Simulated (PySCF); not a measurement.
# SbSe: energy against distance

Set-up: PySCF, scalar-relativistic core potentials, basis sets Sb def2-SVP with ECP28, Se def2-SVP. Energies in eV from Sb + Se in their ground configurations at the same level. State: ²Π (doublet), unpaired electrons π ↑.

All columns are PBE0. A positive dipole means Sb(−)Se(+).

| R (Å) | E (eV) | μ (D) | Mulliken charge on Sb (basis-dependent) | HOMO (eV) | LUMO (eV) | Mayer bond order | ⟨S²⟩ |
| --- | --- | --- | --- | --- | --- | --- | --- |
| 2.024 | -1.336 | -0.93 | 0.13 | -4.72 | -3.02 | 2.28 | 0.75 |
| 2.118 | -2.298 | -1.26 | 0.16 | -4.92 | -3.23 | 2.27 | 0.75 |
| 2.212 | -2.817 | -1.57 | 0.19 | -5.12 | -3.43 | 2.26 | 0.75 |
| 2.282 | -2.995 | -1.79 | 0.21 | -5.25 | -3.58 | 2.25 | 0.76 |
| 2.353 | -3.040 | -2.00 | 0.22 | -5.38 | -3.71 | 2.24 | 0.76 |
| 2.424 | -2.986 | -2.19 | 0.23 | -5.50 | -3.84 | 2.22 | 0.78 |
| 2.518 | -2.813 | -2.33 | 0.24 | -5.64 | -3.96 | 2.08 | 0.91 |
| 2.635 | -2.527 | -2.34 | 0.23 | -5.77 | -3.96 | 1.79 | 1.17 |
| 2.776 | -2.157 | -2.37 | 0.22 | -5.89 | -3.90 | 1.49 | 1.41 |
| 2.965 | -1.674 | -2.49 | 0.21 | -5.99 | -3.78 | 1.21 | 1.62 |

A fit through these points gives, at Re = 2.346 Å, μ = -1.98 D and dμ/dR = -2.93 D/Å; the reduced mass is 48.11 u.

Q: How strong is the fundamental in the double-harmonic approximation, I = 42.26·(dμ/dR)²/μred km/mol?

A: I = 42.26·(-2.93)²/48.11 = 7.54 km/mol at PBE0.

⟨S²⟩ of the unrestricted solution departs from its pure value on part of the curve, where spin states mix. These are scalar-relativistic numbers at best; spin–orbit coupling would shift them, the dissociation energy most. The state is the lowest determinant that a PBE0 search found; another state may lie lower at other levels.
